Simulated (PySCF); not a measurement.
## Telling isomers of C5H9NOSi apart by NMR

[PySCF: GFN2-xTB geometry; GIAO PBE0/pcSseg-1 shieldings; in vacuum; relativity neglected; equivalent nuclei averaged; one conformer]

References, each an isolated molecule treated in the same way: 1H (31.72 ppm), 13C (186.93 ppm) vs TMS. Where no couplings were computed, multiplicities follow the n + 1 count of equivalent neighbours, and m marks all less simple cases (inequivalent or close neighbours, rings, F or P nearby). Shifts are as computed. Against solution values, carbons near 30 ppm lie about +3 ppm off and those near 130 ppm about +5 ppm. Of 1211 compounds with measured shifts, 218 miss one by over three times the rms of a fit or turn the order of signals round; such compounds aren't used in these exercises.

(1) Tabulate the signals of `CC(/C=N\[SiH3])=C\C=O`, `CC(/C=N/[SiH3])=C\C=O` and their relative energies.

(2) What is the quickest way to tell CC(/C=N\[SiH3])=C\C=O from CC(/C=N/[SiH3])=C\C=O?

Answers

(1) 
```tsv
SMILES	carbon types	δC	δH	E rel. (kcal/mol)
CC(/C=N\[SiH3])=C\C=O	1×C 3×CH 1×CH3	193.4, 179.4, 156.2, 134.1, 15.5	10.51 (d, 1H), 9.19 (s, 1H), 5.61 (d, 1H), 5.17 (s, 3H), 2.43 (s, 3H)	3.8
CC(/C=N/[SiH3])=C\C=O	1×C 3×CH 1×CH3	197.7, 179.7, 156.3, 128.5, 24.7	10.55 (d, 1H), 8.89 (s, 1H), 7.38 (d, 1H), 5.19 (s, 3H), 2.64 (s, 3H)	0.0
```

Energies are electronic energies at PBE0/pcSseg-1 on these geometries, without zero-point or thermal terms, each for the one conformer computed, which needn't be the lowest.

(2) Both give the same number of carbon signals, with the same numbers of each carbon type, so the positions decide. The first has an allylic methyl carbon (CH3) at 15.5 ppm, the second an allylic methyl carbon (CH3) at 24.7 ppm. Their most deshielded carbons lie at 193.4 and 197.7 ppm.
